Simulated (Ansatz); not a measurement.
Reaction (silylene formation by 1,1-elimination): `B[SiH](N)F` → `BN` + `F[SiH]`

Program: Ansatz. Geometries: PBE0-D4/def2-TZVP. ΔE: electronic, gas phase. CCSD(T)/CBS is the MP2 limit (def2-TZVPP, def2-QZVPP) plus CCSD(T) − MP2 in def2-TZVPP, frozen cores. This one scheme is used for every species. DFT in def2-TZVPP. B3LYP here is the variant with VWN-RPA as its local correlation; programs differ in this. One conformer a species, not always the lowest.

Is it downhill or uphill in electronic energy at CCSD(T)/CBS, and by how much? (An estimate is asked.)

Ansatz gave: Uphill: ΔE = +101.7 kJ/mol.

What do these levels give: PBE-D4, BLYP-D4, r2SCAN-D4, B3LYP-D4, BHLYP-D4, revPBE, PBE0, RPA@PBE/def2-TZVPP, CCSD(T)/def2-SVP, MP2/def2-TZVPP, CCSD/def2-TZVPP, MP2/CBS(def2)? (Best estimate.)

Ansatz gave: PBE-D4 92.9, BLYP-D4 75.5, r2SCAN-D4 115.7, B3LYP-D4 89.5, BHLYP-D4 106.1, revPBE 74.0, PBE0 101.0, RPA@PBE/def2-TZVPP 74.9, CCSD(T)/def2-SVP 62.0, MP2/def2-TZVPP 106.6, CCSD/def2-TZVPP 93.9, MP2/CBS(def2) 114.6 kJ/mol.

Largest T1 diagnostic among the species: 0.015.

The D4 term adds +12.2 kJ/mol with B3LYP and +6.5 kJ/mol with PBE0; it sums over pairs of atoms, weighted by their polarisabilities, and B3LYP, whose exchange is more repulsive, gets the larger term. From PBE to PBE0 (25 % exact exchange), in def2-TZVPP and without D4, ΔE moves by +15.6 kJ/mol.
